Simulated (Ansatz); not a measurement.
Species: NO (charge +1, singlet). 
Coordinates optimised at B3LYP-D3(BJ)/def2-TZVP (Ansatz, an electronic-structure program):
```
N
O 1 1.0564
```
Charge +1, spin multiplicity 1.

Basis-set convergence of Hartree-Fock and CCSD correlation energies (hartree) with Ansatz. Valence correlation only, unless marked. No spin-orbit coupling. No relativistic terms.

```
basis        functions       E(HF)  E(corr, CCSD)
-----------  ---------  ----------  -------------
aug-cc-pVDZ         46  -128.93506       -0.34047
aug-cc-pVTZ         92  -128.96788       -0.40115
aug-cc-pVQZ        160  -128.97722       -0.42181
```

Extrapolating the two largest sets (X = 3 and 4) as X^-3: E(corr) = (64·(-0.42181) - 27·(-0.40115))/37 = -0.4369 Eh, an estimate of the basis-set limit. The largest set recovers 96.5 % of it, the smallest 77.9 %.
